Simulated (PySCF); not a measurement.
Bond stretch in CH4Se, SMILES C[SeH], singlet. The C1–Se5 bond (C1 also carries H, H, H; Se5 carries H) is stretched with both fragments frozen at the PBE0/def2-TZVP optimised geometry.

Levels: UHF/cc-pVDZ (PySCF); RKS-M06-2X = restricted M06-2X/cc-pVDZ in PySCF; RKS-CAM-B3LYP = restricted CAM-B3LYP/cc-pVDZ (PySCF 2.14.0).

Magnitude of the dipole moment (D; its direction can reverse along the curve, and a method can change to another solution) and Mulliken charge of the fragment that holds C1:

| R / Å | μ UHF | q UHF | μ RKS-M06-2X | q RKS-M06-2X | μ RKS-CAM-B3LYP | q RKS-CAM-B3LYP |
|---|---|---|---|---|---|---|
| 1.57 | 1.67 | 0.04 | 1.64 | 0.03 | 1.57 | 0.04 |
| 1.66 | 1.57 | 0.03 | 1.56 | 0.03 | 1.48 | 0.04 |
| 1.74 | 1.52 | 0.02 | 1.50 | 0.03 | 1.42 | 0.03 |
| 1.82 | 1.50 | 0.02 | 1.47 | 0.02 | 1.38 | 0.02 |
| 1.89 | 1.49 | 0.02 | 1.46 | 0.02 | 1.36 | 0.02 |
| 1.95 | 1.51 | 0.02 | 1.46 | 0.02 | 1.36 | 0.02 |
| 2.00 | 1.53 | 0.02 | 1.47 | 0.02 | 1.36 | 0.02 |
| 2.07 | 1.57 | 0.03 | 1.49 | 0.03 | 1.37 | 0.02 |
| 2.16 | 1.65 | 0.04 | 1.53 | 0.04 | 1.41 | 0.03 |
| 2.25 | 1.76 | 0.05 | 1.59 | 0.05 | 1.46 | 0.03 |
| 2.44 | 1.80 | 0.07 | 1.76 | 0.07 | 1.60 | 0.05 |
| 2.60 | 1.60 | 0.05 | 1.93 | 0.09 | 1.75 | 0.07 |
| 2.90 | 1.27 | 0.03 | 2.28 | 0.11 | 2.08 | 0.10 |
| 3.20 | 1.08 | 0.02 | 2.63 | 0.13 | 2.42 | 0.12 |
| 3.52 | 0.97 | 0.01 | 3.00 | 0.15 | 2.76 | 0.13 |
| 3.89 | 0.92 | 0.00 | 3.40 | 0.15 | 3.13 | 0.14 |
| 4.29 | 0.89 | 0.00 | 3.80 | 0.16 | 3.48 | 0.14 |
| 4.78 | 0.87 | 0.00 | 4.20 | 0.16 | 3.86 | 0.14 |
| 5.28 | 0.87 | 0.00 | 4.56 | 0.15 | 4.20 | 0.14 |
| 5.79 | 0.87 | 0.00 | 4.89 | 0.15 | 4.51 | 0.14 |
| 6.87 | 0.87 | 0.00 | 5.54 | 0.15 | 5.13 | 0.14 |

The unrestricted determinant behind UHF is spin-contaminated at 2.44 to 6.87 Å (<S²> up to 1.0, against 0.00 for a pure singlet). At the longest distance RKS-M06-2X, RKS-CAM-B3LYP leaves fractional charges on the fragments, a sign of delocalisation error or of the restricted form. The restricted form behind RKS-M06-2X, RKS-CAM-B3LYP keeps the bonding electrons paired and can't separate into open-shell fragments.
